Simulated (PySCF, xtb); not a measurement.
pyrazine-2-carbonitrile (C5H3N3), SMILES c1(C#N)nccnc1.

Geometry: PBE0-D3(BJ)/def2-SVP.

These are C-PCM-M06-2X/def2-SVP (PySCF) values and carry that method's errors.

The values are the electrostatic part of the solvation free energy, E(continuum) − E(gas) at the gas-phase geometry, in a cavity of scaled van der Waals radii (PySCF's table); cavitation and dispersion terms are not included. In vacuum the orbital gap is 7.89 eV. The dipole moment in vacuum is 3.95 D.

Computed values in water (ε = 78.36), N,N-dimethylformamide (ε = 37.22), dichloromethane (ε = 8.93):
| solvent | ε | ΔG(elec) (kcal/mol) | dipole (D) | gap (eV) |
|---|---|---|---|---|
| water | 78.36 | -7.4 | 5.16 | 7.88 |
| N,N-dimethylformamide | 37.22 | -7.3 | 5.13 | 7.88 |
| dichloromethane | 8.93 | -6.6 | 5.00 | 7.88 |

For comparison, GFN2-xTB/ALPB(water) (xtb, at the GFN2-xTB geometry, all terms of that model) gives -8.1 kcal/mol.
